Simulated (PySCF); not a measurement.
Computed properties of CH6GeOSi, SMILES [CH2]1O[SiH2][GeH2]1

CH6GeOSi, SMILES [GeH2]1[CH2]O[SiH2]1. Coordinates come from a TPSSh-D3(BJ)/def2-SVP optimisation. This is a generated structure with no PubChem entry under its InChIKey; it may be hypothetical. The values are those of a single conformer. All values are computed for the isolated molecule unless a solvent is named; none is compared with measurement here.

**Structure.** The optimised structure has Cs symmetry. All 24 harmonic modes at TPSSh-D3(BJ)/def2-SVP (PySCF) are real, so it is a minimum. With heavy atoms numbered as in [CH2:1]1[O:2][SiH2:3][GeH2:4]1, the shortest bond between them is C1–O2 at 1.445 Å and the longest Si3–Ge4 at 2.375 Å.

**Vibrations.** The strongest infrared lines (harmonic, unscaled, degenerate partners summed) lie at 988 cm⁻¹ (237 km/mol, H 84 %), 832 cm⁻¹ (211 km/mol, H 61 %, Si 22 %, O 15 %), 2244 cm⁻¹ (158 km/mol, H 96 %). The softest mode is at 84 cm⁻¹ and the zero-point energy is 40.3 kcal/mol.

**Electronic structure.** HF/def2-TZVP (PySCF) places the frontier levels at -10.03 and 2.72 eV, a gap of 12.75 eV, and gives a dipole moment of 1.48 D and a mean polarisability of 68.2 bohr³. PBE/def2-TZVP (PySCF) at the same geometry gives -6.50 and -1.28 eV, so its gap is 7.53 eV narrower. An orbital gap is neither the optical nor the fundamental gap.

**Excitations.** TDDFT-B3LYP/def2-SVPD (PySCF) has S1 at 5.85 eV (212 nm, f = 0.070, bright); the most intense of the 10 singlets computed lies at 6.33 eV (f = 0.11). T1 (TDA) is at 5.19 eV. TDDFT-PBE/def2-SVPD (PySCF) puts S1 at 5.30 eV. No vertical singlet excitation falls in the visible range (under 3.1 eV).

**NMR.** GIAO shifts at B3LYP/pcSseg-1 (PySCF) (non-relativistic, atoms alike by connectivity averaged): ¹³C at 77.9 ppm against TMS; ¹H from 5.2 to 6.2 ppm against TMS; ²⁹Si at 24.2 ppm against TMS.
